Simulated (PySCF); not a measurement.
**Stationary points of PbCl₃⁻**

These are results of PySCF, PBE0, basis Pb def2-SVPD with ECP60, Cl def2-SVPD (scalar-relativistic core potentials, no spin–orbit coupling, density fitting), not measurements.

Relaxations began from a few typed shapes. The search is not exhaustive: other isomers or separated fragments can lie lower, and high-lying points may rest on an excited occupation.

```csv
spin,group,bonds,angles,imaginary modes (cm⁻¹),ΔE (kJ/mol),ΔE with ZPE (kJ/mol)
singlet,C3v,Pb–Cl 2.618 Å (×3),Cl–Pb–Cl 101.2° (×3),none,0.0,0.0
singlet,D3h,Pb–Cl 2.708 Å (×3),Cl–Pb–Cl 120.0° (×3),72i,44.2,–
```

The lowest minimum found is the singlet C3v: Pb–Cl 2.618 Å (×3); Cl–Pb–Cl 101.2° (×3).

Counting electrons, lead keeps 2 of its valence electrons outside its bonds, so the VSEPR class is AX3E1 and the expected shape is trigonal pyramidal (C3v), as computed.

For the lowest minimum: the lowest empty level of this anion is unbound, so it and the gap depend on the basis. No spin–orbit coupling is included, which matters more the heavier the element.
